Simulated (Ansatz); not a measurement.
`C[SiH2]/C(F)=C\F` and `O=C/C(F)=C/F` differ in one atom or group (the configuration at the double bond changes too).

Ansatz, PBE0-D4/def2-TZVP geometries, multiplicity 1. Each molecule was computed in one conformer, which needn't be the lowest.

```
                               property  `C[SiH2]/C(F)=C\F`
      HOMO energy (PBE/def2-TZVPP) / eV               -6.10
HOMO–LUMO gap (ωB97M-V/def2-TZVPP) / eV               11.33
  LUMO energy (ωB97M-V/def2-TZVPP) / eV                1.67
     HOMO energy (PBE0/def2-TZVPP) / eV               -7.41
  HOMO–LUMO gap (B3LYP/def2-TZVPP) / eV                6.64
  HOMO energy (ωB97M-V/def2-TZVPP) / eV               -9.67
```

(1) Give the same properties after the change, and the shifts. (Best estimate.)

## Answers

(1) The calculation gave: 
```json
{"property": "HOMO energy (PBE/def2-TZVPP) / eV", "`O=C/C(F)=C/F`": "-6.44", "shift": "-0.34"}
{"property": "HOMO–LUMO gap (ωB97M-V/def2-TZVPP) / eV", "`O=C/C(F)=C/F`": "10.27", "shift": "-1.06"}
{"property": "LUMO energy (ωB97M-V/def2-TZVPP) / eV", "`O=C/C(F)=C/F`": "-0.03", "shift": "-1.70"}
{"property": "HOMO energy (PBE0/def2-TZVPP) / eV", "`O=C/C(F)=C/F`": "-8.11", "shift": "-0.70"}
{"property": "HOMO–LUMO gap (B3LYP/def2-TZVPP) / eV", "`O=C/C(F)=C/F`": "5.40", "shift": "-1.24"}
{"property": "HOMO energy (ωB97M-V/def2-TZVPP) / eV", "`O=C/C(F)=C/F`": "-10.29", "shift": "-0.62"}
```

With PBE0 the HOMO falls by 0.70 eV and the LUMO falls by 1.94 eV, so the gap narrows by about 1.24 eV. PBE moves the HOMO by -0.34 eV and ωB97M-V by -0.62 eV.

B3LYP here is the variant with VWN-RPA as its local correlation; programs differ in this.
